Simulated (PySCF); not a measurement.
Relaxation of doublet TcSCl₂

These are results of UPBE0/[Tc def2-SVP with ECP28, S def2-SVP, Cl def2-SVP], scalar-relativistic core potentials, density fitting, no spin–orbit coupling, PySCF, not measurements. A (50,194) grid was used.

A hand-made T-shaped (ligand arrangement 1) start, of Cs symmetry, held to at least that symmetry:

Coordinates in bohr (charge 0 multiplicity 2):
```
Tc   -0.1031    0.0000   -0.7955
S    -4.1446    0.0000   -0.6543
Cl   -0.1031    0.0000    3.4942
Cl    4.1840    0.0000   -0.6458
```

**Question.** What forces act on the atoms at the start (eV/Å)?

**Answer.** 
```csv
atom,Fx,Fy,Fz
Tc1,-1.56,0.00,1.52
S2,1.21,0.00,-0.95
Cl3,0.22,0.00,0.07
Cl4,0.13,0.00,-0.64
```

**Question.** What does it relax to?

**Answer.** It ends at C2v with Tc–Cl 2.213 Å (×2), Tc–S 2.026 Å; Cl–Tc–Cl 124.0°, Cl–Tc–S 118.0° (×2) (after a last refinement on a finer grid). The frequency run here used a shortcut that can spoil soft modes, so no verdict on minimum or saddle point is given. Other isomers or separated fragments may lie lower.

**Question.** How much energy is released, and in how many steps?

**Answer.** 130.5 kJ/mol in 11 steps.

Other spin states or occupations of the open shell can lie lower. At this level a quartet minimum of C2v symmetry lies 45 kJ/mol below this structure.

The relaxation took roughly 100 core-seconds on a shared host.
